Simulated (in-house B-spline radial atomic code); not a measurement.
Plasmons and hot-electron lifetimes in Cd from the free-electron model

The electrons form a uniform gas at zero temperature with Lindhard's dielectric function (RPA). An added electron of energy E, from the band bottom, collides once per mean free path λ, with 1/λ = (1/πE) ∫dω ∫dq/q Im(−1/ε(q, ω)), in atomic (or effective) units, with ω up to E − E_F and q between √(2E) ∓ √(2(E − ω)); electron-hole pairs and the plasmon pole are integrated apart. No exchange between the two electrons.

Cd: 2 valence electrons per atom, density 8.69 g/cm³, mass 112.41 u, so r_s = 2.59 bohr. Core levels, phonons and band structure are left out.

Problem. Find E_F, the plasma energy, the screening length and the long-wave dispersion of the plasmon.

Solution. k_F = 1.91916/2.59 = 0.7410, E_F = k_F²/2 = 7.47 eV. ω_p = √(3/r_s³) = 0.4155 hartree = 11.31 eV. The Thomas-Fermi length is √(π/4k_F) = 1.030 bohr = 0.0545 nm. For small q, ω = ω_p + α q² with α = (3/5) E_F/ω_p = 0.3964; at q = 0.2382 this gives 11.92 eV, and the zero of ε lies at 11.94 eV. The plasmon meets the pair continuum ω = q k_F + q²/2 at q_c = 0.59545 = 0.80 k_F, 16.8 eV.

```json
{"E − E_F (eV)": "0.374", "λ (nm)": "308", "share of plasmon losses": "0.00", "lifetime (fs)": "185", "stopping (eV/nm)": "0.000806"}
{"E − E_F (eV)": "0.747", "λ (nm)": "82.6", "share of plasmon losses": "0.00", "lifetime (fs)": "48.6", "stopping (eV/nm)": "0.00599"}
{"E − E_F (eV)": "1.49", "λ (nm)": "23.6", "share of plasmon losses": "0.00", "lifetime (fs)": "13.3", "stopping (eV/nm)": "0.0417"}
{"E − E_F (eV)": "2.61", "λ (nm)": "9.25", "share of plasmon losses": "0.00", "lifetime (fs)": "4.91", "stopping (eV/nm)": "0.185"}
{"E − E_F (eV)": "3.74", "λ (nm)": "5.34", "share of plasmon losses": "0.00", "lifetime (fs)": "2.69", "stopping (eV/nm)": "0.454"}
{"E − E_F (eV)": "5.6", "λ (nm)": "3.01", "share of plasmon losses": "0.00", "lifetime (fs)": "1.4", "stopping (eV/nm)": "1.2"}
{"E − E_F (eV)": "7.47", "λ (nm)": "2.03", "share of plasmon losses": "0.00", "lifetime (fs)": "0.886", "stopping (eV/nm)": "2.37"}
{"E − E_F (eV)": "9.71", "λ (nm)": "1.43", "share of plasmon losses": "0.00", "lifetime (fs)": "0.582", "stopping (eV/nm)": "4.4"}
{"E − E_F (eV)": "12", "λ (nm)": "1.11", "share of plasmon losses": "0.00", "lifetime (fs)": "0.424", "stopping (eV/nm)": "6.99"}
{"E − E_F (eV)": "14.9", "λ (nm)": "0.85", "share of plasmon losses": "0.00", "lifetime (fs)": "0.303", "stopping (eV/nm)": "11.4"}
{"E − E_F (eV)": "18.7", "λ (nm)": "0.405", "share of plasmon losses": "0.34", "lifetime (fs)": "0.134", "stopping (eV/nm)": "32.5"}
{"E − E_F (eV)": "23.9", "λ (nm)": "0.327", "share of plasmon losses": "0.42", "lifetime (fs)": "0.0986", "stopping (eV/nm)": "43.6"}
```

Problem. Quinn and Ferrell's limit is τ = 263 r_s^(−5/2) (E − E_F)⁻² fs·eV². How far does it hold?

Solution. The prefactor is 24.4 fs·eV². At 0.374 eV it gives 175 fs against 185, a ratio of 1.06; at 3.74 eV 1.75 against 2.69, a ratio of 1.54. The inverse square comes from the phase space of two final states near E_F; the formula is the limit of high density and small excess energy.

Problem. From what energy can an electron emit a plasmon?

Solution. It needs ω ≤ q v − q²/2 and a final state above E_F. On the computed dispersion this first holds at E − E_F = 16.3 eV, above ω_p = 11.3 eV, since a slow electron can only couple to plasmons of large q, which cost more.
